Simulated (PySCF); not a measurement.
**Electron correlation in Rh(24+) (rhodium, charge +24)**

[Ar] 3d3, high-spin 4F determinant. All numbers are calculated (PySCF 2.14, the spin-free X2C one-electron Hamiltonian (Gaussian nucleus), in an uncontracted even-tempered set (19 s from 2.7 bohr⁻², ratio 2.5; 12 p from 3.5 bohr⁻², ratio 2.5; 8 d from 3.5 bohr⁻², ratio 2.5; 4 f from 13 bohr⁻², ratio 2.7; 3 g from 20 bohr⁻², ratio 2.7)). Frozen: [Ne]; 11 electrons correlated; the 31 highest virtual orbitals of each spin left out.

MP2 pair energies summed by pair of shells (mhartree):

```
 pair   energy  share (%)
3p-3p  -181.59       41.3
3p-3d  -152.32       34.6
3s-3p   -50.76       11.5
3s-3d   -26.03        5.9
3d-3d   -19.76        4.5
3s-3s    -9.15        2.1
```

Total MP2 correlation energy: -439.61 mhartree.

At this charge the one-electron X2C treatment keeps the bare 1/r₁₂, with no two-electron picture change or Breit term. The effect here is smaller than on the frozen 1s shell; and a scalar Hamiltonian misses the large spin-orbit splitting of the p shells, which matters for ns² → np² pairs.
